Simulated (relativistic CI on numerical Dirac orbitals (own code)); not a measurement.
Hyperfine structure of Re⁴⁷⁺, mass number 187

Computed by Dirac-Coulomb-Breit CI, KLI orbitals optimised for each configuration, QED by a radiative potential, unscaled Slater integrals (own radial code, finite nucleus).

Configurations in the expansion (outside the closed core [Ne]): 3s2.3p6.3d10, 3s2.3p6.3d9.4s, 3s2.3p6.3d9.4p, 3s2.3p6.3d9.4d, 3s2.3p5.3d10.4s, 3s2.3p6.3d9.4f, 3s2.3p5.3d10.4p, 3s2.3p6.3d8.4s2, 3s2.3p5.3d10.4d, 3s2.3p6.3d8.4s.4p, 3s.3p6.3d10.4s, 3s2.3p6.3d9.5s, 3s2.3p5.3d10.4f, 3s2.3p6.3d8.4p2, 3s2.3p6.3d8.4s.4d, 3s2.3p6.3d9.5p. Levels of other configurations are missing.

Nuclear spin I = 5/2, μ = 3.209 μN, Q = 1.94 b (tables of Stone and Pyykkö). The electronic factors are computed for point nuclear moments, without core polarisation or the Bohr-Weisskopf and QED corrections.

```json
{"Level": "3s2.3p6.3d9.4s 3D_3", "E (eV)": "1619.76", "A (GHz)": "447.6", "B (GHz)": "-160"}
{"Level": "3s2.3p6.3d9.4s 1D_2", "E (eV)": "1621.68", "A (GHz)": "-345.1", "B (GHz)": "-126"}
{"Level": "3s2.3p6.3d9.4s 3D_1", "E (eV)": "1690.81", "A (GHz)": "-446.8", "B (GHz)": "-66.1"}
{"Level": "3s2.3p6.3d9.4s 3D_2", "E (eV)": "1692.04", "A (GHz)": "704", "B (GHz)": "-134"}
{"Level": "3s2.3p6.3d9.4p 3P°_2", "E (eV)": "1718.75", "A (GHz)": "-70.87", "B (GHz)": "-115"}
{"Level": "3s2.3p6.3d9.4p 3F°_2", "E (eV)": "1789.76", "A (GHz)": "291.5", "B (GHz)": "-122"}
{"Level": "3s2.3p6.3d9.4p 3F°_4", "E (eV)": "1829.19", "A (GHz)": "64.05", "B (GHz)": "105"}
{"Level": "3s2.3p6.3d9.4p 1D°_2", "E (eV)": "1831.22", "A (GHz)": "56.38", "B (GHz)": "-247"}
```

Levels with J = 0, under 50 % of one LS term, or S terms without an open s electron are left out. Small factors come from cancelling terms and can be off by tens of per cent or more.

At this charge energies of transitions that change n are usually good to better than 1 %, and those within a shell (Δn = 0) to a few per cent.

Task: Give the hyperfine levels of 3s2.3p6.3d9.4s 3D_3 relative to its centre of gravity.

Result: With K = F(F + 1) − I(I + 1) − J(J + 1), E = AK/2 + B[¾K(K + 1) − I(I + 1)J(J + 1)]/[2I(2I − 1)J(2J − 1)]: F = 1/2: -4572, F = 3/2: -3858, F = 5/2: -2683, F = 7/2: -1071, F = 9/2: 943.2, F = 11/2: 3317 GHz.

LS names give the leading component of a level, which can be under half, so a name can repeat, a term be missing and a line seem to break the LS rules.
